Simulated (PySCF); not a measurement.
Continuum solvent and chemical shifts

Molfile (atoms numbered from 1):
```
C6H8F
     RDKit          3D

 15 14  0  0  0  0  0  0  0  0999 V2000
   -2.2839    1.6516   -0.4634 C   0  0  0  0  0  0  0  0  0  0  0  0
   -1.4153    0.8062   -0.3057 C   0  0  0  0  0  0  0  0  0  0  0  0
   -0.4389   -0.1630   -0.1319 C   0  0  0  0  0  0  0  0  0  0  0  0
   -0.7166   -1.3522    0.6649 C   0  0  0  0  0  0  0  0  0  0  0  0
    0.9172    0.0705   -0.6564 C   0  0  0  0  0  0  0  0  0  0  0  0
    1.7896    0.7419    0.4425 C   0  0  0  0  0  0  0  0  0  0  0  0
    1.8661   -0.0697    1.5285 F   0  0  0  0  0  0  0  0  0  0  0  0
   -3.0541    2.3985   -0.6026 H   0  0  0  0  0  0  0  0  0  0  0  0
   -0.4103   -2.2583    0.1108 H   0  0  0  0  0  0  0  0  0  0  0  0
   -1.7446   -1.4292    1.0336 H   0  0  0  0  0  0  0  0  0  0  0  0
    0.0118   -1.3095    1.5071 H   0  0  0  0  0  0  0  0  0  0  0  0
    1.3952   -0.8851   -0.9191 H   0  0  0  0  0  0  0  0  0  0  0  0
    0.9062    0.7455   -1.5242 H   0  0  0  0  0  0  0  0  0  0  0  0
    2.7938    0.8836    0.0132 H   0  0  0  0  0  0  0  0  0  0  0  0
    1.3710    1.7158    0.7404 H   0  0  0  0  0  0  0  0  0  0  0  0
  1  2  3  0
  2  3  1  0
  3  4  1  0
  3  5  1  0
  5  6  1  0
  6  7  1  0
  1  8  1  0
  4  9  1  0
  4 10  1  0
  4 11  1  0
  5 12  1  0
  5 13  1  0
  6 14  1  0
  6 15  1  0
M  CHG  1   3   1
M  END
```

GIAO PBE0/pcSseg-1 in PySCF on one PBE0-D3(BJ)/def2-SVP conformer, non-relativistic, equivalent nuclei averaged. Solvents enter as an IEF-PCM continuum (chloroform with ε = 4.7, dimethylsulfoxide with ε = 46.8) around the gas-phase geometry. Shifts are referred to TMS, CFCl3 computed in the same medium.

Gas phase, δ in ppm: C3 287.1, C1 221.1, C2 101.6, C6 87.7, C5 65.1, C4 57.5, F7 -207.4, H8 11.28, H14/H15 5.07, H9/H10/H11 4.23, H12/H13 4.07. Dipole moment 4.06 D.

(1) How does each δ change in the continuum?

(2) Which nuclei move most (in ppm), and what does the model miss?

## Answers

(1) 
```tsv
atoms	environment	Δδ, chloroform	Δδ, dimethylsulfoxide
C3	carbocation centre	+1.9	+2.7
C1	terminal alkyne carbon	-1.5	-2.3
C2	alkyne carbon	+1.2	+1.5
C6	sp3 CH2 bonded to F	+0.4	+0.8
C5	sp3 CH2	0.0	0.0
C4	methyl carbon	+0.2	+0.4
F7	fluorine on an sp3 carbon	-9.1	-11.9
H8	hydrogen on a terminal alkyne carbon	+0.04	+0.04
H14/H15	hydrogen on an sp3 CH2 bonded to F	-0.01	0.00
H9/H10/H11	hydrogen on a methyl carbon	-0.02	-0.03
H12/H13	hydrogen on an sp3 CH2	+0.11	+0.15
```

Changes are relative to the gas phase. The dipole moment becomes 4.39 D in chloroform, 4.49 D in dimethylsulfoxide.

(2) F7 (fluorine on an sp3 carbon, -11.9 ppm) in dimethylsulfoxide. A continuum only polarises the solute; specific hydrogen bonds, the anisotropy of aromatic solvents and changes of geometry or conformer are outside it, as are counter-ions.
